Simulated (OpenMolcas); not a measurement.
Pd4+ (d6) in a complex was computed by CASSCF with the d shell active (OpenMolcas, ANO-RCC-VTZP on the metal). Its lowest spin-free states, and all those of the highest spin:

```csv
2S+1,Degeneracy,E (cm-1)
1,1,0.0
3,3,19708
1,3,25440
3,3,25958
5,3,30425
1,3,35199
3,3,44912
3,3,45690
3,3,47844
3,2,50530
3,3,51130
1,3,51412
5,2,57345
```

Task: Is the site octahedral, tetrahedral or cube-like, axial, or of lower symmetry?

Result: The states with 2S+1 = 5 have orbital degeneracies 3, 2. Threefold states need a cubic site. For d6 at this spin an octahedron puts the threefold T2 below the twofold E and a tetrahedron or cube puts the twofold E below the threefold T2, so the site is octahedral. The first gap at this spin, 26900 cm-1, is |10Dq| in ligand-field theory. The run had Pd4+ with 6 ligands (water) in octahedral coordination (Th) at 1.98 Å. Ligand basis ANO-RCC-VDZP.

Without dynamic correlation the repulsion within the d shell is too large (B by tens of per cent), so at a given field states of lower spin stand too high. The least metal-like active orbital is 68 % on the metal (Löwdin) and no ligand orbital is active, so the numbers are rough, and ground spin, moment and any spin crossover can be artefacts of this space; highly charged d ions in such sites are as a rule low spin. With metal d orbitals alone the field can be off either way by tens of per cent. Ligand-to-metal charge-transfer states are missing. With no ligand orbital active B as a rule stays too high, so bands that hang on it stand too high and its fall with covalency is understated. No measured value stands beside these numbers; the geometry was imposed, not optimised, and the real ion may take another.
